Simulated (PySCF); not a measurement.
C6H7NO.
Z-matrix (Å and degrees, PBE0-D3(BJ)/def2-TZVP geometry), rows numbered from 1:
```
O 
C   1  1.3925
C   2  1.5073  1  112.00
C   3  1.3915  2  122.18  1  -177.86
C   4  1.3807  3  118.68  2  -179.75
C   5  1.3892  4  119.00  3    -0.01
C   6  1.3822  5  118.18  4    -0.03
N   3  1.3261  2  115.46  1     2.34
H   1  0.9726  2  104.88  3    -2.56
H   2  1.1002  1  110.46  3   121.02
H   2  1.0991  1  110.29  3  -121.32
H   4  1.0843  3  120.14  2     0.32
H   5  1.0840  4  120.46  3  -179.95
H   6  1.0826  5  121.40  4  -179.97
H   7  1.0859  6  120.76  5  -179.95
```

Level: wB97X-D/pcSseg-2 in PySCF, non-relativistic, on one gas-phase PBE0-D3(BJ)/def2-TZVP geometry that isn't relaxed in the solvent. The solvent is an IEF-PCM continuum (cavity from Bondi-type radii × 1.2). Specific hydrogen bonds and non-electrostatic terms are outside this model.

Gas phase at wB97X-D/pcSseg-2: HOMO -9.14 eV, LUMO 0.69 eV, dipole 3.95 D.

Q: What does the continuum do to the energy, the frontier levels and the dipole at wB97X-D/pcSseg-2 in chloroform?

A: 
| solvent | ε | E(solvent) − E(gas) (kcal/mol) | polarisation term (kcal/mol) | distortion of the solute (kcal/mol) | HOMO (eV) | LUMO (eV) | dipole (D) |
| --- | --- | --- | --- | --- | --- | --- | --- |
| chloroform | 4.711 | -4.55 | -5.13 | 0.58 | -9.10 | 0.85 | 4.78 |

The polarisation term is half the interaction of the solute with the surface charges that it induces; the rest is the cost of distorting the solute's density. The sum is the electrostatic part of solvation alone.

Q: Which radius a makes the point-dipole formula ΔE = −[(ε − 1)/(2ε + 1)]·μ²/a³ give the value in chloroform, with the gas-phase dipole?

A: μ = 1.554 au and |ΔE| = 0.00724 Eh give a = 2.60 Å; the farthest nucleus lies 3.23 Å from the centroid of the nuclei, so such a sphere wouldn't even hold the nuclei. The formula assumes a rigid point dipole at the centre of a sphere.

The pairwise dispersion term of wB97X-D wasn't added to the energies; at a given geometry it leaves orbitals and properties as they are.
